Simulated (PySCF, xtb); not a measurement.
Be(Cl)(SiH3) (BeClH3Si), SMILES [SiH3][Be][Cl].

Harmonic wavenumbers (cm⁻¹) from GFN2-xTB run with xtb at its own minimum, in rising order: 125, 125, 293, 371, 372, 841, 871, 872, 924, 2184, 2188, 2211.

Q: What does PySCF with PBE0-D3(BJ)/def2-TZVP give at its own minimum? (Estimate from the structure and the level; the computed values follow.)

A: 171, 171, 321, 485, 485, 862, 938, 938, 1000, 2200, 2206, 2206. Paired by order, the mean absolute difference is 51 cm⁻¹ and the zero-point energies are 16.3 and 17.1 kcal/mol.
